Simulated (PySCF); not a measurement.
**InF⁺: mean field, correlation and small terms against distance**

State: ²Σ⁺, doublet, unpaired electrons σ ↑. ROHF-based CCSD(T) in PySCF 2.14 with In cc-pwCVDZ-PP with ECP28, F aug-cc-pVDZ and In cc-pwCVTZ-PP with ECP28, F aug-cc-pVTZ (frozen core orbitals: 5; scalar-relativistic core potentials). Correlation energies are extrapolated as n⁻³ (n = 2, 3), Hartree–Fock as (n+1)·exp(−9√n). All energies in eV from In⁺ + F.

```
 R (Å)  HF/CBS  CCSD corr.      (T)   total
1.7054   0.326      -0.751  -0.0875  -0.512
1.7829  -0.076      -0.761  -0.1010  -0.938
1.8605  -0.194      -0.788  -0.1171  -1.099
1.9380  -0.121      -0.832  -0.1356  -1.089
2.0155   0.078      -0.895  -0.1563  -0.973
2.1124   0.434      -1.009  -0.1837  -0.758
2.2093   0.851      -1.174  -0.2067  -0.530
```

A fit to the total gives Re = 1.8916 Å, De = 1.112 eV, ωe = 624.7 cm⁻¹, Be = 0.2890 cm⁻¹ (masses 114.9039 and 18.9984 u).

Q: At R = 1.8605 Å the CCSD correlation energy is -0.469250 hartree in the smaller basis and -0.680929 in the larger. Extrapolate it.

A: (3³·E3 − 2³·E2)/(3³ − 2³) = -0.77006 hartree; the larger basis holds 88.4 % of it.

The T1 diagnostic is 0.033. The state was picked by a PBE0 search and need not be the measured ground state. Spin–orbit coupling, excitations beyond (T) and corrections to the Born–Oppenheimer picture are left out, and spin–orbit coupling matters for open p, d or f shells this heavy.
